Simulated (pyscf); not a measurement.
# Concerted two-bond exchange: `[Cl][GeH]` [singlet] + `[GeH3]` [doublet] -> `[GeH2]` [singlet] + `[Cl][GeH2]` [doublet]

Gas phase, doublet surface, charge 0. Bonds broken: Ge1–Cl2, H3–Ge5. Bonds formed: Ge1–H3, Cl2–Ge5. Structures and frequencies: ωB97X-D3(BJ)/def2-SVP in PySCF.

Transition state (Å):

```xyz
7

Ge    -1.8759    -0.4933     1.0317
Cl    -0.8306     1.6939     0.8027
H     -0.7178    -0.9879    -0.1531
H     -2.8577    -0.1251    -0.1587
Ge     0.3753     0.3639    -0.7224
H     -0.8306     0.6223    -1.7740
H      1.2208    -0.1652     0.5620
```

One imaginary mode, 523i cm⁻¹; descent along it reached the two sides named, in the forms told below.

```csv
bond,change,reactant side (Å),saddle,product side
Ge1–Cl2,breaks,2.235,2.435,2.583
H3–Ge5,breaks,1.588,1.829,2.8
Ge1–H3,forms,2.025,1.729,1.602
Cl2–Ge5,forms,3.3,2.356,2.226
```

Electronic energies relative to the separated reactants (kJ/mol):

```
level                   barrier  reaction energy  reverse barrier
----------------------  -------  ---------------  ---------------
ωB97X-D3(BJ)/def2-TZVP     60.3            +50.1             10.2
PBE/def2-TZVP              47.5            +54.9             -7.4
r²SCAN/def2-TZVP           54.6            +55.6             -1.0
B3LYP-D3(BJ)/def2-TZVP     63.1            +52.2             10.8
PBE0-D3(BJ)/def2-TZVP      54.3            +52.5              1.8
M06-2X/def2-TZVP           72.0            +47.3             24.7
ωB97M-D3(BJ)/def2-TZVP     78.2            +50.2             28.1
HF/def2-TZVP              157.6            +45.2            112.4
```

With ωB97M-D3(BJ)/def2-TZVP energies and thermal terms (ideal gas, 1 atm, RRHO with modes under 100 cm⁻¹ raised to 100, one conformer, R ln 2 for chiral ones without a mode under 150 cm⁻¹), in kJ/mol:

| T (K) | ΔH‡ | ΔG‡ | ΔH | ΔG |
|---|---|---|---|---|
| 298 | 74.8 | 120.8 | +48.3 | +47.8 |
| 600 | 76.1 | 167.2 | +48.6 | +47.2 |
| 900 | 79.4 | 212.1 | +48.9 | +46.5 |
| 1200 | 82.8 | 255.8 | +49.1 | +45.6 |

On the reactant side the descent ends in a bound adduct, 41.6 kJ/mol under the separated species and 101.8 kJ/mol under the saddle at ωB97X-D3(BJ)/def2-TZVP. On the product side the descent ends in an adduct with a Cl–Ge contact, 61.4 kJ/mol under the separated species and 71.6 kJ/mol under the saddle at ωB97X-D3(BJ)/def2-TZVP. At PBE, r²SCAN the saddle lies under the separated products, which points to a path from their complex (located at ωB97X-D3(BJ) alone), and parting the products costs more than the saddle. What is counted as broken (Cl–Ge) persists as a longer contact in the product adduct; parting that adduct is a step of its own. From the product side, Cl–GeH₂–GeH₂• lies, by one bond made or cut, 218.5 kJ/mol under this saddle at ωB97M-D3(BJ)/def2-TZVP. This saddle turned up in a search for another step; its sides and bond changes are read from the two ends of the descent. This is the saddle that the search found; another between the same sides may lie lower. Elements up to Kr have no core potential and no relativistic terms here.
